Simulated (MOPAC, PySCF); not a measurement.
H₆OSi₃, SMILES `[SiH3][Si@@H]1O[SiH2]1`, neutral singlet in the gas phase. 

Cartesian coordinates (Å):
```xyz
10

Si    -1.9256    -0.0014     0.3611
Si     0.2711     0.7466     0.1028
O      1.0308     0.2467    -1.3473
Si     2.0130    -0.5611    -0.2268
H     -2.8483     0.6861    -0.5814
H     -1.9804    -1.4653     0.1182
H     -2.3647     0.2840     1.7530
H      0.4344     2.2031     0.3646
H      3.4222    -0.0988    -0.2228
H      1.9475    -2.0399    -0.3215
```
Charge 0, multiplicity 1.

All levels are single points at this geometry (r2SCAN-D4/def2-TZVP); Pople sets use spherical d functions. Orbital energies aren't observables, and empty levels follow the basis.

BP86/6-31G* in PySCF gives dipole (D) = 1.26.

Problem. Estimate the dipole (D) from each of these levels: PBE-D3(BJ)/def2-TZVP in PySCF; r2SCAN-D4/def2-TZVP in PySCF; B3LYP/6-311+G** in PySCF; B3LYP/LANL2DZ in PySCF; PBE/6-31G* in PySCF; HF/6-31G* in PySCF; HF/STO-3G in PySCF; AM1 in MOPAC.

Solution. 
```csv
level,dipole (D)
PBE-D3(BJ)/def2-TZVP in PySCF,1.08
r2SCAN-D4/def2-TZVP in PySCF,1.12
B3LYP/6-311+G** in PySCF,1.65
B3LYP/LANL2DZ in PySCF,2.49
PBE/6-31G* in PySCF,1.24
HF/6-31G* in PySCF,1.91
HF/STO-3G in PySCF,2.09
AM1 in MOPAC,2.51
```
